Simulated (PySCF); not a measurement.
1-bromo-1,1-dichloroethane (C₂H₃BrCl₂), SMILES CC(Cl)(Cl)Br. Atoms are numbered in the order given.

```xyz
8

C     -0.6976     1.7858     0.0000
C     -0.4843     0.2855     0.0000
Cl    -1.2224    -0.4436    -1.4628
Cl    -1.2224    -0.4436     1.4628
Br     1.4546    -0.1083     0.0000
H     -0.2408     2.2251    -0.8974
H     -0.2408     2.2251     0.8974
H     -1.7774     1.9941     0.0000
```
Charge 0, spin multiplicity 1.

The structure is a stationary point at B3LYP-D3(BJ)/def2-SVP.

Calculation: PySCF with PBE0/pcSseg-1.

GIAO shieldings, no solvent; atoms alike by connectivity are averaged. δ = σ(ref) − σ: ¹³C against TMS (σ = 186.3 ppm); ³⁵Cl against HCl (σ = 945.9 ppm); ¹H against TMS (σ = 31.56 ppm), references at their B3LYP-D3(BJ)/def2-TZVP geometries, non-relativistic (without spin–orbit terms, shifts of atoms bonded to Cl or Br come out too high).

```tsv
nucleus	atoms	count	δ (ppm)
¹³C	C2	1	129.5
¹³C	C1	1	52.9
³⁵Cl	Cl3, Cl4	2	518.7
¹H	H6, H7, H8	3	2.89
```
